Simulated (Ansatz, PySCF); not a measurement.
Gas-phase reaction in SMILES: C[Si](C)(C)[Si](F)(F)F + 7 [H][H] (H2) -> 3 C (CH4) + 3 F (HF) + 2 [SiH4] (SiH4)
Structures are relaxed separately at B3LYP-D3(BJ)/def2-TZVP in Ansatz (a first-principles code), one conformer each, not searched for the lowest. Frequencies are from Ansatz or PySCF.
Geometry of the first species:
```xyz
17

C     -2.3529     0.8321     0.0821
Si    -1.0501    -0.5144    -0.0315
C     -1.1602    -1.6852     1.4315
C     -1.1838    -1.4478    -1.6545
Si     1.0498     0.5143     0.0315
F      1.2724     1.5359    -1.1736
F      2.2516    -0.5318    -0.0505
F      1.2860     1.3523     1.3684
H     -2.2733     1.5336    -0.7504
H     -2.2593     1.3985     1.0104
H     -3.3532     0.3925     0.0562
H     -2.1301    -2.1891     1.4394
H     -1.0520    -1.1511     2.3772
H     -0.3844    -2.4517     1.3865
H     -1.0887    -0.7753    -2.5089
H     -0.4088    -2.2118    -1.7389
H     -2.1546    -1.9451    -1.7250
```

Property: energy of full hydrogenation (enthalpy at 298 K, with B3LYP-D3(BJ) rigid-rotor harmonic-oscillator terms), in eV. Correlated levels leave the core frozen unless marked. Spin-orbit coupling is left out. Non-relativistic. Basis-set limits of correlation are two-point, X^-3; Hartree-Fock from the larger set. [CCSD(T)-MP2]/basis is that difference in the basis named.

| level | program | energy of full hydrogenation (eV) |
|---|---|---|
| PBE-D4/def2-TZVPD | Ansatz + dftd4 | … |
| r2SCAN-D3(BJ)/def2-TZVPD | Ansatz + dftd3 | 3.89 |
| PBE0/def2-SVP | Ansatz | 2.87 |
| PBE0/def2-QZVPP | Ansatz | … |
| wB97X/def2-TZVPD | Ansatz | 3.21 |
| SCS-MP2/aug-cc-pV(T+d)Z | Ansatz | 3.51 |
| CCSD(T) with core electrons (1s frozen past Ne)/cc-pwCVTZ | Ansatz | … |
| RI-MP2/CBS(aug-cc-pV(T+d)Z,aug-cc-pV(Q+d)Z)+[CCSD(T)-MP2]/aug-cc-pV(T+d)Z | Ansatz | … |

Question: Some entries are withheld; supply them.

Answer: 
- PBE-D4/def2-TZVPD, energy of full hydrogenation (eV): 3.54
- PBE0/def2-QZVPP, energy of full hydrogenation (eV): 3.14
- CCSD(T) with core electrons (1s frozen past Ne)/cc-pwCVTZ, energy of full hydrogenation (eV): 3.58
- RI-MP2/CBS(aug-cc-pV(T+d)Z,aug-cc-pV(Q+d)Z)+[CCSD(T)-MP2]/aug-cc-pV(T+d)Z, energy of full hydrogenation (eV): 3.61
